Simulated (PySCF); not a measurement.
O3W, SMILES [O]=[W](=[O])=[O] (connectivity only; charge and spin as stated), charge +1, multiplicity 2. Geometry: B3LYP-D3(BJ)/def2-TZVP. The multiplicity is an assumed one; other spin states were not compared. The isomer is the one that the SMILES or the coordinates give; other isomers of the formula were not compared. The def2 effective core potentials stand for the cores of W; spin–orbit coupling is left out.

These are B3LYP-D3(BJ)/def2-TZVP (PySCF 2.14.0) values and carry that method's errors.

Harmonic wavenumbers (cm⁻¹): 130, 260, 350, 623, 864, 1040. Rotational constants (GHz): 6.364, 6.205, 4.245; symmetry number 1.

Question: Work out the zero-point energy and the ideal-gas rigid-rotor harmonic-oscillator thermochemistry at 298.15 K and 1 atm.

Answer: ZPE = ½ Σ hcν = ½ × 3267 cm⁻¹ = 4.67 kcal/mol. H − E(el) = 8.14 kcal/mol. Entropy in cal/(mol K): translation 42.22, rotation 25.06, vibration 6.43, spin 1.38, total 75.10. G − E(el) = -14.25 kcal/mol. Cp = 15.06 cal/(mol K). Modes under 150 cm⁻¹ make the vibrational entropy uncertain.
